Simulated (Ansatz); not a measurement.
The cluster Ga₃. Total charge 0; doublet. Geometry PBE-D4/def2-TZVP; atoms count from 1.

```xyz
3

Ga   -1.191    0.677   -0.498
Ga   -0.105   -0.933    1.115
Ga    1.296    0.256   -0.617
```

At PBE0-D4/def2-TZVP a quartet of charge 0 lies 0.05 eV below the doublet, each at its own geometry. The structure comes from a short search, and lower isomers may exist.

Problem. Estimate the Mulliken populations from the PBE0/def2-TZVP orbitals of Ansatz.

Solution. 
| atom | charge (e) | spin (α − β) |
| --- | --- | --- |
| Ga1 | 0.00 | 0.33 |
| Ga2 | 0.00 | 0.33 |
| Ga3 | 0.00 | 0.33 |
Mulliken values depend strongly on the basis.

Problem. Where does the spin sit?

Solution. Summed by element: Ga 1.00, of 1 unpaired in all. Largest on single atoms: Ga3 0.33, Ga2 0.33, Ga1 0.33.

Problem. And the Mayer bond orders between heavy atoms (over 0.3)?

Solution. Ga1–Ga2 1.02 (2.52 Å); Ga1–Ga3 1.02 (2.52 Å); Ga2–Ga3 1.02 (2.52 Å).
